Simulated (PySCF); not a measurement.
Ligand exchange on a metal centre used in film growth or etching (Sc Cl-OH). Isolated molecules, 0 K electronic values unless said otherwise. One relaxed conformer stands for each flexible species; it need not be the lowest.

The HOMO from two functionals at the same geometries (r2SCAN-D4/def2-SVP), both in PySCF: PBE-D3(BJ)/def2-TZVP and B3LYP-D3(BJ)/def2-TZVP. B3LYP has the VWN-RPA correlation part, as in Gaussian. 

```csv
species,PBE-D3(BJ)/def2-TZVP (eV),B3LYP-D3(BJ)/def2-TZVP (eV)
0 of 3 Cl replaced by OH ([Sc(Cl)3]),-7.88,-8.97
1 of 3 Cl replaced by OH ([Sc(Cl)2(OH)]),-7.42,-8.55
2 of 3 Cl replaced by OH ([Sc(Cl)(OH)2]),-6.90,-8.06
3 of 3 Cl replaced by OH,-6.60,-8.00
```

Over these rows, drawn at random from the members with no instability flagged (it was tested for open shells, ions and some series alone), PBE minus B3LYP-D3(BJ): mean +1.20 eV, from +1.09 eV to +1.41 eV.
